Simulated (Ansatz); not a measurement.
Molecule: P2H5, charge 1, multiplicity 1. It need not be the lowest isomer of its formula. 
Coordinates optimised at B3LYP-D3(BJ)/def2-TZVP (Ansatz, an electronic-structure program):
```
P
H 1 1.3999
H 1 1.3999 2 105.75
H 1 1.4021 2 106.00 3 112.26
P 1 2.2072 2 110.26 3 -119.19
H 5 1.4193 1 90.52 2 -74.63
H 5 1.4193 6 94.34 1 90.56
```
Charge +1, spin multiplicity 1.

Basis-set convergence of Hartree-Fock and MP2 correlation energies (hartree) with Ansatz. Valence correlation only, unless marked. Spin-orbit coupling is left out. No relativistic terms.

```json
[
 {"basis": "def2-SVP", "functions": "61", "E(HF)": "-683.90639", "E(corr, MP2)": "-0.24463"},
 {"basis": "def2-TZVPP", "functions": "154", "E(HF)": "(withheld)", "E(corr, MP2)": "(withheld)"}
]
```

Q: Some entries are withheld; supply them.

A: 
- def2-TZVPP, E(HF): -684.15269
- def2-TZVPP, E(corr, MP2): -0.30968
